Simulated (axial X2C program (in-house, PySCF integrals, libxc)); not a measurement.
# Spectroscopic constants of BiSe

Calculated with an in-house relativistic program for diatomic molecules. Spin-free means the one-electron spin-free X2C Hamiltonian; two-component (2c) means X2C with spin–orbit coupling and atomic mean-field two-electron Coulomb and Gaunt terms, so the difference of the two also holds small scalar two-electron terms. Basis: Bi dyall-cv3z [12s14p10d6f1g], Se dyall-cv3z [8s9p6d4f1g] (cores contracted in-house); Gaussian nuclei, density fitting, unrestricted open shells. Masses: Bi 208.980 u, Se 79.917 u.

State, spin-free: M_S = 1/2, Λ = 1 (beyond evenly filled blocks: π+α); electrons by block: σα: 22, σβ: 22, π+α: 13, π+β: 12, π-α: 12, π-β: 12, δ+α: 5, δ+β: 5, δ-α: 5, δ-β: 5, φ+α: 1, φ+β: 1, φ-α: 1, φ-β: 1. Fragments: Bi + Se.

State, 2c: Ω = 1/2 (⟨Sz⟩ = -0.44, ⟨Lz⟩ = 0.94 at PBE0); electrons by block: 1/2: 35, -1/2: 34, 3/2: 17, -3/2: 17, 5/2: 6, -5/2: 6, 7/2: 1, -7/2: 1. Fragments: Bi + Se.

| Hamiltonian | level | Re (Å) | ωe (cm⁻¹) | ωexe (cm⁻¹) | Be (cm⁻¹) | De (eV) | k (mdyn/Å) | μ (D) |
| --- | --- | --- | --- | --- | --- | --- | --- | --- |
| spin-free | PBEsol | 2.425 | 284.3 | 0.502 | 0.0496 | 3.64 | 2.75 | -2.30 |
| 2c | PBE0 | 2.435 | 273.8 | n/a | 0.04918 | 2.81 | 2.55 | -2.94 |
| 2c | PBEsol | 2.445 | 269.3 | 0.561 | 0.04879 | 3.49 | 2.47 | -2.65 |

Dipoles are positive if Se is the positive end.

One determinant describes the state; a PBE0 search over occupations chose it and may have missed a lower one. De is counted from the lowest determinant-based energies of the atoms at the same level, without counterpoise correction. Density functionals use the spin component along the axis (collinear). The functionals have no current-density term, which raises determinants with orbital currents, atoms included. The determinant is spin-polarised beyond a pure state at some levels (its spin-free form has ⟨S²⟩ too high), which makes Re and μ there less reliable.

No reliable constants came from CCSD (2c), CCSD (spin-free), CCSD(T) (2c), CCSD(T) (spin-free), HF (2c), HF (spin-free), MP2 (2c), MP2 (spin-free), PBE0 (spin-free): no minimum in range, unconverged points, a curve that is not smooth, a change of character along it, or the two Hamiltonians disagreeing along it.

Rough cost a point (2c) on 1 thread(s) of a shared host, integrals apart: PBE0 4 s, PBEsol 1 s.

The whole task took 4.4 min on 1 thread of Arm Neoverse V1, with other jobs on the host.
